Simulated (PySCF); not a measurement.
C₂H₂N, SMILES [CH2]C#N, multiplicity 2. Atoms are numbered in the order given.

```xyz
5

C      0.0000     0.0000     1.1886
C      0.0000     0.0000    -0.1876
N      0.0000     0.0000    -1.3523
H      0.0000     0.9360     1.7298
H      0.0000    -0.9360     1.7298
```
Charge 0, spin multiplicity 2.

The structure is a stationary point at PBE0-D3(BJ)/def2-TZVP. The isomer is the one that the SMILES or the coordinates give; other isomers of the formula were not compared.

Method: B3LYP/pcH-1 run with PySCF.

Unrestricted Kohn–Sham, ⟨S²⟩ = 0.767. Hyperfine tensors hold the contact and dipolar terms, without spin-orbit corrections.

Computed hyperfine couplings:
| nucleus | A(iso) (MHz) | A(iso) (G) | dipolar principal values (MHz) |
|---|---|---|---|
| 13C no. 1 | 75.1 | 26.8 | -68.7, -68.1, 136.8 |
| 13C no. 2 | -62.1 | -22.2 | -22.2, -1.6, 23.8 |
| 14N no. 3 | 9.6 | 3.4 | -19.9, -15.1, 35.0 |
| 1H no. 4 | -58.7 | -20.9 | -31.5, -1.7, 33.2 |
| 1H no. 5 | -58.7 | -20.9 | -31.5, -1.7, 33.2 |

Q: And the g tensor (effective nuclear charges for spin-orbit coupling, GIAO)? (An estimate is asked for; the answer gives what the named calculation found.)

A: principal values 2.0023, 2.0037, 2.0037; isotropic 2.0032.
